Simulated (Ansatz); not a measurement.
CH3AlClFO (`[OH][Al]([F])[CH2]Cl`), 8 atoms. Total charge 0; spin multiplicity 1. All runs use 2 threads of an Arm Neoverse V2 on a shared host. Correlated methods freeze the cores.

Question: How many basis functions does each run have, and how long does it take in Ansatz? RKS B2PLYP (frozen core)/def2-TZVPP energy; RKS PBE0-D4/def2-TZVP relaxation (9 steps); RKS ωB97M-V/def2-SVP energy; RHF-CCSD(T)/def2-SVP energy; RKS ωB97M-V/def2-QZVPP energy; RKS PBE-QIDH (frozen core)/def2-TZVPP energy; RKS PBE0-D4/def2-TZVP frequencies; RKS PBE0-D4/def2-QZVPP energy; RKS HSE06 (plane-wave form)-D4/def2-TZVPP energy; RKS SPW92 (LDA)/def2-TZVPP energy; RHF-MP2/def2-QZVPP energy; RHF-CCSD(T)/def2-TZVPP energy. (Estimate.)

Answer: The calculation gave: Other jobs shared the machine, so times are rough.

```tsv
level	job	functions	wall time	peak host memory (GiB)
RKS SPW92 (LDA)/def2-TZVPP	energy	219	1.6 s	0.26
RKS HSE06 (plane-wave form)-D4/def2-TZVPP	energy	219	4.8 s	0.53
RHF-CCSD(T)/def2-SVP	energy	93	4.9 s	0.31
RKS B2PLYP (frozen core)/def2-TZVPP	energy	219	7.5 s	0.5
RKS ωB97M-V/def2-SVP	energy	93	7.5 s	0.26
RKS PBE-QIDH (frozen core)/def2-TZVPP	energy	219	8 s	0.5
RKS PBE0-D4/def2-QZVPP	energy	401	13 s	1.2
RHF-MP2/def2-QZVPP	energy	401	25 s	1.8
RKS ωB97M-V/def2-QZVPP	energy	401	27 s	1.4
RKS PBE0-D4/def2-TZVP	relaxation (9 steps)	185	49 s	0.44
RHF-CCSD(T)/def2-TZVPP	energy	219	2.5 min	3.3
RKS PBE0-D4/def2-TZVP	frequencies	185	2.7 min	0.44
```
